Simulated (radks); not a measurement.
Zr, 40 electrons, occupied as [Kr] 4d2 5s2. All-electron calculation, Dirac Kohn-Sham, PBE, spin-unpolarised, spherical densities, point nucleus; open shells fill j = l - 1/2 first. Program: a radial shooting solver on a logarithmic mesh with Libxc functionals.

Radial electron density D(r) = 4 pi r^2 rho(r):

r (bohr),D(r) (e/bohr)
0.002685,4.061
0.0031,5.173
0.003609,6.642
0.004202,8.472
0.004892,10.72
0.005695,13.45
0.00663,16.69
0.007718,20.47
0.008985,24.75
0.01046,29.43
0.01218,34.36
0.01406,38.99
0.01637,43.52
0.01906,47.24
0.02219,49.73
0.02583,50.68
0.03007,49.98
0.03501,47.93
0.04075,45.26
0.04744,43.08
0.05523,42.59
0.0643,44.65
0.07426,48.93
0.08645,54.77
0.1006,59.79
0.1172,61.53
0.1364,58.56
0.1588,51.55
0.1848,43.41
0.2152,37.93
0.2505,37.46
0.2916,41.13
0.3368,44.95
0.3921,45.22
0.4565,39.75
0.5314,30.15
0.6186,20.22
0.7202,13.24
0.8384,10.10
0.9761,9.447
1.136,9.202
1.323,8.110
1.54,6.198
1.779,4.281
2.07,2.731
2.41,1.815
2.806,1.345
3.267,1.059
3.803,0.7997
4.427,0.5355
5.154,0.3060
6,0.1470
6.985,0.05846
8.067,0.01996
9.391,0.005005
10.93,0.0009411
12.73,0.0001287

D(r) has 3 maxima, at r = 0.0260, 0.115, 0.368 bohr, and minima at 0.0531, 0.235 bohr, inside which lie 2.07, 11.07 electrons.
